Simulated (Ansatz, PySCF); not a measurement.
Gas-phase reaction (SMILES): N[Si](Cl)(Cl)Cl → [NH2] (NH2) + Cl[Si](Cl)Cl; the N-Si bond at the site shown breaks (other sites are not compared here).

Structures are relaxed separately at B3LYP-D3(BJ)/def2-TZVP in Ansatz (an electronic-structure program), one conformer each, not searched for the lowest. Correlated levels leave the core frozen unless marked. Open shells are spin-unrestricted. Spin-orbit coupling is left out. No relativistic terms. Basis-set limits of correlation are two-point, X^-3; Hartree-Fock from the larger set. The bracket is a focal-point correction in the basis named. Thermal terms are rigid-rotor harmonic-oscillator values from B3LYP-D3(BJ) frequencies (Ansatz or PySCF) at 298.15 K and 1 atm. 1 Eh = 627.5095 kcal/mol. Electronic entropy comes from spin alone.

| species | E, RI-MP2/CBS(cc-pV(T+d)Z,cc-pV(Q+d)Z)+[CCSD(T)-MP2]/cc-pV(T+d)Z (Ansatz) (Eh) | E, PBE/def2-TZVPD (Ansatz) (Eh) | H - E (Eh) | G - E (Eh) |
|---|---|---|---|---|
| N[Si](Cl)(Cl)Cl | -1724.50557 | -1725.54806 | 0.03959 | -0.00133 |
| [NH2] (NH2) | -55.82213 | -55.83093 | 0.02268 | 0.00058 |
| Cl[Si](Cl)Cl | -1668.49932 | -1669.54926 | 0.01103 | -0.02541 |

Q: Work out ΔE and ΔH, ΔG, ΔS and the equilibrium constant at 298.15 K at the first level, then ΔH at the second.

A: 
1. ΔE = [(-55.82213) + (-1668.49932)] - [(-1724.50557)] = 0.18412 Eh = 115.5 kcal/mol at RI-MP2/CBS(cc-pV(T+d)Z,cc-pV(Q+d)Z)+[CCSD(T)-MP2]/cc-pV(T+d)Z.
2. The terms H - E add up to -0.00588 Eh, so ΔH = (0.18412 + (-0.00588))×627.5095 = 111.8 kcal/mol.
3. The terms G - E add up to -0.02350 Eh, so ΔG = 100.8 kcal/mol, and ΔS = (-0.00588 - (-0.02350))×627509.5/298.15 = 37.1 cal/(mol K).
4. log10 K = -ΔG/(RT ln 10) = -73.9, with RT ln 10 = 1.3642 kcal/mol.
5. With ΔH and ΔS taken as constant, ΔG changes sign near ΔH/ΔS = 3010 K, a rough figure that leaves out heat capacities.
6. At PBE/def2-TZVPD the same steps give ΔE = 105.3 and ΔH = 101.7 kcal/mol, a shift of -10.1 from the first level.
7. These values are not checked against measurement here, since the tables used lack a sound gas-phase enthalpy of formation for at least one species.
